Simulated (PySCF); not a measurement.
Molecule: SMILES Fc1cnccn1, C4H3FN2.

Bonds (- single, = double, # triple, : aromatic): F1-C2 1.320 Å, C2:C3 1.400 Å, C3:N4 1.323 Å, N4:C5 1.333 Å, C5:C6 1.393 Å, C6:N7 1.333 Å, N7:C2 1.306 Å. C3 carries H8; C5 carries H9; C6 carries H10.

Geometry PBE0-D3(BJ)/def2-SVP throughout; GIAO in PySCF 2.14, gas phase, one conformer, non-relativistic; equivalent atoms averaged; functional PBE0.

For orientation, def2-TZVP gives these absolute shieldings σ: F1 258.9, C2 19.0, C6 39.5, C5 39.8, C3 48.1, N4 -126.6, N7 -58.1, H9 22.85, H10 23.15 ppm.

A run gave: F1 256.8, C2 17.6, C6 36.8, C5 37.2, C3 45.7, N4 -133.0, N7 -62.4, H9 22.71, H10 23.01 ppm (absolute shieldings σ).

**Question.** Which basis set was used in that run?
A. pcSseg-1
B. aug-cc-pVDZ
C. cc-pVTZ
D. 6-31G*
E. pcSseg-0

**Answer.** A. N4 tells them apart best: pcSseg-1 gives -133.0, aug-cc-pVDZ gives -96.3, pcSseg-0 gives -154.7, cc-pVTZ gives -124.2, 6-31G* gives -87.6 ppm.
